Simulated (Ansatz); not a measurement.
System: sum formula H9Si4O3Cl, net charge 0, singlet state. 
Geometry from a B3LYP-D3(BJ)/def2-TZVP (Ansatz, a program for electronic structure) optimisation:
```xyz
17

Si    -0.0084     3.0342    -0.6898
O      0.2936     1.5979     0.0559
Si    -0.0042     0.0167     0.0542
Cl     0.1408    -0.6860    -1.8791
O     -1.4910    -0.2672     0.5996
Si    -2.7099    -1.3697     0.6966
O      1.0753    -0.7498     0.9681
Si     2.6366    -1.2580     1.0871
H     -1.4590     3.1749    -0.9454
H      0.7301     3.0934    -1.9692
H      0.4531     4.1094     0.2112
H     -3.3880    -1.4753    -0.6128
H     -2.1663    -2.6905     1.0834
H     -3.6601    -0.8940     1.7220
H      2.8613    -1.6823     2.4837
H      3.5550    -0.1509     0.7401
H      2.8597    -2.3955     0.1695
```
Charge 0, spin multiplicity 1.

Property: atomisation energy (electronic, to ground-state atoms), in kcal/mol. Correlated levels leave the core frozen unless marked. UHF or UKS for open shells. Spin-orbit coupling is left out. Non-relativistic. The coupled-cluster limit lacks core correlation, which all-electron functionals hold. CBS marks a two-point X^-3 extrapolation of the correlation energy; Hartree-Fock from the larger set. [CCSD(T)-MP2]/basis is that difference in the basis named.

| level | program | atomisation energy (kcal/mol) |
|---|---|---|
| PBE-D3(BJ)/def2-TZVPD | Ansatz + dftd3 | 1458.2 |
| BLYP/def2-TZVPD | Ansatz | 1428.8 |
| B3LYP-D3(BJ)/def2-TZVPD | Ansatz + dftd3 | 1467.7 |
| B3LYP-D4/def2-TZVPD | Ansatz + dftd4 | 1467.3 |
| B3LYP/def2-TZVPD | Ansatz | 1446.6 |
| HSE06-D3(BJ)/def2-TZVPD | Ansatz + dftd3 | 1447.4 |
| HSE06-D4/def2-TZVPD | Ansatz + dftd4 | 1448.5 |
| HSE06/def2-TZVPD | Ansatz | 1437.8 |
| LC-wPBE/def2-TZVPD | Ansatz | [?] |
| SCS-MP2/6-31G | Ansatz | 1091.3 |
| RI-MP2/CBS(aug-cc-pV(T+d)Z,aug-cc-pV(Q+d)Z)+[CCSD(T)-MP2]/aug-cc-pV(T+d)Z | Ansatz | 1486.8 |

### Question
What belongs in the gaps?

### Answer

- LC-wPBE/def2-TZVPD, atomisation energy (kcal/mol): 1452.7
